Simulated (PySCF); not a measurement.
# Radial density of Br (bromine, neutral)

BHandHLYP, [Ar] 3d10 4s1 4p5 5s1, high-spin 4P determinant (an excited configuration). Calculation: PySCF 2.14, in aug-cc-pVQZ-PP with one added diffuse shell each of s, p, d, f, g type with ECP10MDF (8s7p6d4f3g, 114 functions); scalar relativity through the core potential. This is the valence pseudo-density: the core potential removes the inner electrons and smooths the orbitals near the nucleus.

```csv
r (bohr),4πr²ρ (e/bohr),4πr²(ρα − ρβ)
0.000958,6.490e-05,0.0000
0.00161,0.0001800,0.0000
0.00271,0.0004849,0.0000
0.00456,0.001247,0.0001
0.00767,0.003045,0.0003
0.0129,0.006745,0.0006
0.0217,0.01323,0.0012
0.0365,0.02568,0.0019
0.0614,0.1011,0.0024
0.103,0.8140,0.0032
0.174,5.277,0.0189
0.292,21.12,0.1985
0.491,34.22,0.2423
0.827,12.40,0.2015
1.39,4.473,1.5206
2.34,2.162,0.6161
3.93,0.3902,0.2162
6.62,0.1388,0.1370
11.1,0.01033,0.0103
18.7,1.960e-05,0.0000
```

Energies and moments cover only the electrons outside the core potential. The outer electron is Rydberg-like, and this basis confines it to a smaller radius and binds it less than a complete one would.
